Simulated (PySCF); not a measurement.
# [AuI2]− at several levels of theory

Computed with PySCF 2.14.0 (density fitting, no spin-orbit coupling) at the geometry relaxed with B3LYP:

```xyz
3
[AuI2]− (singlet)
Au    0.0000    0.0000    0.0000
I     0.0000    0.0000    2.6492
I     0.0000    0.0000   -2.6492
```

```csv
level,basis,state,HOMO (eV),gap (eV),charge on Au1 (e),dipole about the centre of mass (D),largest force component (eV/Å)
B3LYP,"Au def2-SVP with ECP60, I def2-SVP with ECP28",singlet,-2.15,5.02,-0.12,0.00,0.01
B3LYP,"Au def2-TZVP with ECP60, I def2-TZVP with ECP28",singlet,-2.43,4.92,0.09,0.00,0.23
B3LYP,"Au x2c-SVPall, I x2c-SVPall",singlet,-2.00,5.07,-0.32,0.00,0.01
```

Charges are Mulliken's, which hang on the basis. The relaxation used the grid (50, 194), these runs (75, 302) or, all-electron (x2c bases, spin-free X2C Hamiltonian), (99, 590).

Question: Order these levels, in the first row's basis, by the HOMO–LUMO gap they give here, smallest first.
A. BP86
B. TPSS
C. revPBE
D. HF

Answer: A (3.51 eV), C (3.58 eV), B (3.72 eV), D (11.06 eV).

Question: And their other results?

Answer: 
```json
{"level": "TPSS", "state": "singlet", "HOMO (eV)": "-1.38", "gap (eV)": "3.72", "charge on Au1 (e)": "-0.11", "dipole about the centre of mass (D)": "0.00", "largest force component (eV/Å)": "0.18"}
{"level": "revPBE", "state": "singlet", "HOMO (eV)": "-1.24", "gap (eV)": "3.58", "charge on Au1 (e)": "-0.15", "dipole about the centre of mass (D)": "0.00", "largest force component (eV/Å)": "0.01"}
{"level": "HF", "state": "singlet", "HOMO (eV)": "-4.94", "gap (eV)": "11.06", "charge on Au1 (e)": "0.16", "dipole about the centre of mass (D)": "0.00", "largest force component (eV/Å)": "0.30"}
{"level": "BP86", "state": "singlet", "HOMO (eV)": "-1.41", "gap (eV)": "3.51", "charge on Au1 (e)": "-0.18", "dipole about the centre of mass (D)": "0.00", "largest force component (eV/Å)": "0.13"}
```

In the first row's basis the gap widens with exact exchange: 3.5 to 3.7 eV for BP86, revPBE, TPSS (none); 5.0 eV for B3LYP (a fixed share); 11.1 eV for Hartree–Fock (rising or full at long range).
